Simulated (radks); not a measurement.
Values are calculated unless marked as measured or tabulated.
Question: Pd3+, configuration [Kr] 4d7. Code: a radial shooting solver on a logarithmic mesh with Libxc functionals. Model: scalar-relativistic Kohn-Sham, r2SCAN, spin-polarised, spherical densities, finite nucleus; open shells are filled with parallel spins first (spin-orbit coupling, left out, can overturn this in heavy ions); meta-GGA in the generalised Kohn-Sham scheme; Fermi nuclear charge, rms radius 4.5318 fm. Some entries of the table are withheld. Estimate them.

orbital  occ.  eigenvalue (hartree)  <r^2> (bohr^2)
1s down     1             -891.3857        0.001372
1s up       1             -891.3852        0.001372
2s up       1             -131.9766         0.02255
2s down     1             -131.9455         0.02254
2p up       3             -118.3767         0.01778
2p down     3             -118.3539         0.01777
3s up       1             -25.25973          0.1638
3s down     1             -25.25222          0.1638
3p up       3             -20.75475          0.1660
3p down     3             -20.74385          0.1660
3d up       5             -13.62236          0.1525
3d down     5             -13.59894          0.1525
4s up       1                   (1)           1.004
4s down     1                   (2)          0.9991
4p up       3              -3.47465           1.202
4p down     3              -3.35517           1.200
4d up       5              -1.58695           1.964
4d down     2              -1.46843           2.025

Answer: 
(1) 4s up eigenvalue (hartree): -4.77642
(2) 4s down eigenvalue (hartree): -4.66243
